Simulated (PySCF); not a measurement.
Compound: C2HF3Se.
Atom-mapped SMILES: `[F:1][C:2]([F:3])([F:4])[CH:5]=[Se:6]` (hydrogens: H7 on C5)

Theory: EOM-IP-CCSD/aug-cc-pVDZ in PySCF, restricted Hartree–Fock reference, 14 core orbitals frozen, non-relativistic, gas phase, PBE0-D3(BJ)/def2-SVP geometry.

The vertical ionisation energies are 9.35, 11.76, 13.68, 14.69, 15.18, 15.85, 15.88, 16.95 eV.

Which Hartree–Fock orbital leads each hole, and what is its Koopmans value −ε?

```tsv
leading hole (HF orbital)	Koopmans (eV)	EOM-IP-CCSD (eV)	change (eV)	one-hole share
HOMO	9.81	9.35	-0.46	0.96
HOMO-1	11.44	11.76	+0.32	0.96
HOMO-2	14.75	13.68	-1.07	0.95
HOMO-3	16.80	14.69	-2.11	0.94
HOMO-4	18.07	15.18	-2.89	0.95
HOMO-5	18.51	15.85	-2.66	0.94
HOMO-6	18.53	15.88	-2.65	0.93
HOMO-7	19.70	16.95	-2.75	0.94
```

Does the order of the lines follow the orbital energies?

Yes, no two lines change places. The corrections run from -2.89 to +0.32 eV, with a mean of -1.78 eV over the 8 lines; EOM-IP-CCSD lies above the Koopmans value for HOMO-1.

At what kinetic energies would He I light (21.22 eV) eject these electrons?

11.87 eV (HOMO), 9.46 eV (HOMO-1), 7.54 eV (HOMO-2), 6.53 eV (HOMO-3), 6.04 eV (HOMO-4), 5.37 eV (HOMO-5), 5.34 eV (HOMO-6), 4.27 eV (HOMO-7).

Lines less than 0.15 eV apart could change places at a higher level. One root was sought for each valence orbital with −ε under 21 eV, eight at most, so deeper holes and satellites are missing; no vibrational structure.

Conformer computed: `[F:1][C:2]([F:3])([F:4])[CH:5]=[Se:6]`: F1–C2–C5–Se6 -122°.
